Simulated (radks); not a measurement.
Results of a calculation; reference values are marked as such.
How relativity changes the ionisation of neutral manganese ([Ar] 3d5 4s2) to Mn+ ([Ar] 3d5 4s1). Spin-unpolarised spherical Kohn-Sham, PBE, point nucleus unless stated (finite: rms radius 3.7057 fm), a radial shooting solver on a logarithmic mesh with Libxc functionals. A level marked "c x" has the speed of light scaled by that factor and shares open shells by 2j + 1; other Dirac levels either fill j = l - 1/2 first or share by 2j + 1.

\begin{tabular}{lrrrrr}
level & E(Mn) (hartree) & E(Mn+) (hartree) & IE (eV) & HOMO & <r> HOMO (bohr) \\ \hline
non-rel. & -1150.55161 & -1150.24637 & 8.306 & 4s & 3.127 \\
scalar-rel. & -1158.29579 & -1157.98649 & 8.416 & 4s & 3.094 \\
scalar-rel., finite nucleus & -1158.29237 & -1157.98308 & 8.416 & 4s & 3.094 \\
Dirac, 2j+1 shares & -1158.31570 & -1158.00640 & 8.416 & 4s1/2 & 3.094 \\
Dirac, low j first & -1158.32436 & -1158.01523 & 8.412 & 4s1/2 & 3.095 \\
Dirac, 2j+1 shares, finite nucleus & -1158.31229 & -1158.00299 & 8.416 & 4s1/2 & 3.094 \\
Dirac, c x 0.75 & -1164.53522 & -1164.22259 & 8.507 & 4s1/2 & 3.068 \\
Dirac, c x 1.5 & -1153.97094 & -1153.66393 & 8.354 & 4s1/2 & 3.113 \\
Dirac, c x 2 & -1152.46890 & -1152.16267 & 8.333 & 4s1/2 & 3.119 \\
\end{tabular}

NIST Atomic Spectra Database: 7.434 eV (measured). The relativistic part of the total energy of Mn is -7.761 hartree (Dirac, 2j+1 shares, finite nucleus), 0.67 % of the non-relativistic value. Spin polarisation and multiplet splitting of open shells are left out at every level.

Beside tabulated values, note that spin-unpolarised runs miss the spin-polarisation part of the exchange energy of open shells.
